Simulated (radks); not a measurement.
Charge is removed step by step from the 3p (averaged over the sub-levels emptied) level of Pm46+, starting from [Ne] 3s2 3p3. Calculated with a radial shooting solver on a logarithmic mesh with Libxc functionals: Dirac Kohn-Sham, BLYP, spin-unpolarised, spherical densities, finite nucleus; open shells are shared between the two j in proportion to 2j + 1; Fermi nuclear charge, rms radius 4.962 fm.

removed (e),E - E(0) (eV),eigenvalue (eV),E minus straight line (eV)
0,0.000,-3821.2,0.000
0.125,478.43,-3833.7,-5.478
0.25,958.43,-3846.2,-9.393
0.375,1440.0,-3858.8,-11.743
0.5,1923.1,-3871.3,-12.527
0.625,2407.8,-3883.8,-11.746
0.75,2894.1,-3896.4,-9.398
0.875,3381.9,-3908.9,-5.483
1,3871.3,-3921.4,0.000

Removing the whole electron costs 3871.3 eV by Delta-SCF, against 3821.2 eV from minus the eigenvalue at the starting occupation. Slater's transition state (half an electron removed) gives 3871.3 eV. Integrating minus the eigenvalue over the occupation (Janak's theorem) gives 3871.3 eV. The mean slope of the eigenvalue, de/dn, is 100 eV per electron. Ionisation energy of Pm46+ in the NIST Atomic Spectra Database: 3816 eV (theoretical).

Beside tabulated values, note that spin-unpolarised runs miss the spin-polarisation part of the exchange energy of open shells.
